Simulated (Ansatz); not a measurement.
Stepwise reaction of `[F][Ge]([F])([F])[F]` with hydrogen chloride, as a gas-phase model of exchange steps in deposition or etching. ΔE in kJ/mol; ΔG adds harmonic PBE0-D4 terms to CCSD(T)/CBS, at 1 bar.

Gas-phase electronic energies from Ansatz, PBE0-D4/def2-TZVP geometries. CBS: MP2 limit from def2 TZ/QZ plus the TZ coupled-cluster correction, frozen cores. This one scheme is used for every species. DFT in def2-TZVPP. B3LYP here is the variant with VWN-RPA as its local correlation; programs differ in this. For Ge outer-core shells are correlated without core-valence functions, which leaves a few kJ/mol of doubt a bond. Scalar relativity is left out up to krypton.

```json
{"step": "1", "reaction": "`[F][Ge]([F])([F])[F]` + HCl → `[F][Ge]([F])([F])[Cl]` + H–F", "PBE-D4": "-16.4", "B3LYP-D4": "-12.1", "ωB97M-V": "-11.3", "CCSD(T)/CBS": "-14.3", "ΔG(600 K)": "-15.5"}
{"step": "2", "reaction": "`[F][Ge]([F])([F])[Cl]` + HCl → `[F][Ge]([F])([Cl])[Cl]` + H–F", "PBE-D4": "-14.0", "B3LYP-D4": "-10.0", "ωB97M-V": "-8.8", "CCSD(T)/CBS": "-12.4", "ΔG(600 K)": "-8.6"}
{"step": "3", "reaction": "`[F][Ge]([F])([Cl])[Cl]` + HCl → `[F][Ge]([Cl])([Cl])[Cl]` + H–F", "PBE-D4": "-12.4", "B3LYP-D4": "-8.7", "ωB97M-V": "-7.3", "CCSD(T)/CBS": "-11.7", "ΔG(600 K)": "-3.7"}
{"step": "4", "reaction": "`[F][Ge]([Cl])([Cl])[Cl]` + HCl → `[Cl][Ge]([Cl])([Cl])[Cl]` + H–F", "PBE-D4": "-11.4", "B3LYP-D4": "-8.1", "ωB97M-V": "-6.6", "CCSD(T)/CBS": "-11.8", "ΔG(600 K)": "1.2"}
```

By hand: ΔE of the 4 steps together at CCSD(T)/CBS.

(-14.3) + (-12.4) + (-11.7) + (-11.8) = -50.2 kJ/mol, or -12.6 kJ/mol a step.

In ΔE the steps differ by no more than 2.6 kJ/mol. All are downhill at CCSD(T)/CBS. ΔG lies between -15.5 and 1.2 kJ/mol a step. PBE-D4 differs from CCSD(T)/CBS by -2.1 to 0.4 kJ/mol a step. Isolated molecules leave out the surface, adducts and barriers. Largest T1 diagnostic: 0.012.
